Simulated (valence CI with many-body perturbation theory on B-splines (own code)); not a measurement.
Energy levels of Pb XXXII

Level of theory: configuration interaction combined with many-body perturbation theory (CI+MBPT): five valence electrons over a frozen Dirac-Fock core [Kr] 4d10, a basis of 7 s, 7 p, 7 d, 7 f, 4 g, 2 h functions for each j, with the one-electron correlation potential Σ1, the two-electron term Σ2, the three-electron term Σ3, Breit, model QED; selected CI, second order for the rest, scaled by the run's own slope (own B-spline code, finite nucleus).

No measured spectrum was set against this ion. As an estimate, large intervals hold to a few tenths of a per cent, small ones and those within an open d or f shell to about a per cent. Among the levels kept, up to 960 cm⁻¹ of a level comes from second order outside the variational space, and about a tenth of that is noise between levels of different J, which matters for small intervals. Only levels of the ground parity were solved; by the run's estimate the other parity begins above the list, which can be wrong where configurations are misplaced.

Levels 136 to 180 of 193, with energies above the lowest level, 4f5 6H°_5/2. "Leading %" is the weight of the configuration and term that name the level; weights of strongly mixed levels are sums over their largest components and can fall short. Lifetimes count E1, E2, E3, M1 and M2 decay at the calculated energies, and are blank where another channel may lead or the interval is too uncertain; long ones can be off by a factor of two.

```tsv
No.	Configuration	Term	J	E (cm⁻¹)	Leading %	Lifetime	Second component
136	4f5	2I°	13/2	267140	51	457 μs	34 % 4f5 2K°
137	4f5	2K°	15/2	268520	52	154 μs	30 % 4f5 4I°
138	4f5	4D°	3/2	269620	31	224 μs	27 % 4f5 2P°
139	4f5	4I°	9/2	271610	28	121 μs	25 % 4f5 2G°
140	4f5	2F°	5/2	271640	45	187 μs	30 % 4f5 2D°
141	4f5	2H°	11/2	272420	38		28 % 4f5 4H°
142	4f5	2K°	15/2	274830	56	174 μs	17 % 4f5 2L°
143	4f5	2F°	5/2	277170	35	201 μs	30 % 4f5 4F°
144	4f5	4D°	3/2	278190	39	105 μs	18 % 4f5 2P°
145	4f5	2G°	9/2	280600	41	184 μs	20 % 4f5 2H°
146	4f5	4F°	3/2	282370	27	175 μs	25 % 4f5 2D°
147	4f5	2H°	11/2	283310	36		32 % 4f5 2I°
148	4f5	4D°	1/2	284170	75	250 μs	23 % 4f5 2P°
149	4f5	2I°	13/2	284470	50	208 μs	23 % 4f5 2K°
150	4f5	2F°	7/2	284890	44	216 μs	25 % 4f5 4D°
151	4f5	4F°	9/2	285540	35	194 μs	29 % 4f5 2H°
152	4f5	4P°	5/2	290430	22	141 μs	21 % 4f5 2F°
153	4f5	2I°	13/2	291900	42		38 % 4f5 2K°
154	4f5	2G°	7/2	296800	61	223 μs	23 % 4f5 2F°
155	4f5	4I°	11/2	298280	45		24 % 4f5 2H°
156	4f5	4G°	11/2	300700	33		31 % 4f5 2I°
157	4f5	4F°	5/2	301020	42	180 μs	42 % 4f5 2F°
158	4f5	2G°	7/2	302860	36	192 μs	26 % 4f5 4G°
159	4f5	2L°	15/2	304430	46	113 μs	44 % 4f5 4I°
160	4f5	2H°	9/2	309540	69		20 % 4f5 2G°
161	4f5	2I°	11/2	313670	49		30 % 4f5 2H°
162	4f5	2P°	3/2	313750	28		24 % 4f5 2D°
163	4f5	2P°	3/2	315370	34		32 % 4f5 2D°
164	4f5	2G°	9/2	317550	31		28 % 4f5 4F°
165	4f5	4G°	5/2	318330	38		22 % 4f5 2F°
166	4f5	4I°	13/2	319000	43		32 % 4f5 2I°
167	4f5	2G°	7/2	319330	40		27 % 4f5 4D°
168	4f5	2F°	5/2	325110	39		34 % 4f5 2D°
169	4f5	2G°	7/2	326590	29		27 % 4f5 4F°
170	4f5	2L°	17/2	331670	71		20 % 4f5 2M°
171	4f5	2H°	9/2	331840	43		30 % 4f5 2G°
172	4f5	2I°	13/2	335660	63		24 % 4f5 2K°
173	4f5	2K°	15/2	337230	42		35 % 4f5 2L°
174	4f5	2G°	9/2	339220	50		19 % 4f5 4G°
175	4f5	2P°	3/2	340020	42		20 % 4f5 4F°
176	4f5	2P°	1/2	343680	84		15 % 4f5 4D°
177	4f5	4G°	7/2	346220	34		29 % 4f5 2F°
178	4f5	2H°	11/2	346720	38		32 % 4f5 4G°
179	4f5	2H°	11/2	349460	51		26 % 4f5 2I°
180	4f5	2K°	15/2	352970	95
```

Names give the largest LS component (configuration and term), which can be under half, so a name can repeat, a term be missing and a line seem to break the LS rules; names also repeat where a configuration has a term twice.

Where two levels of one J and parity lie close, their mixing, g and order are uncertain.
